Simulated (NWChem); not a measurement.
Molecule: C₄H₄F₂; SMILES CC(F)=C=CF

Question: Give the equilibrium geometry at PBE-D3(BJ)/def2-SVP (NWChem) as an XYZ file, with the point group.

Answer: point group C1; any orientation.
```
10

C     -1.1906     1.7986    -0.1203
C      0.0232     0.9368     0.0106
F      1.1738     1.6448    -0.1297
C      0.0623    -0.3656     0.2370
C      0.0578    -1.6527     0.5124
F      0.0348    -2.6218    -0.4281
H     -1.1916     2.3022    -1.1096
H     -1.1764     2.5952     0.6529
H     -2.1161     1.2051    -0.0146
H      0.0745    -2.0757     1.5338
```
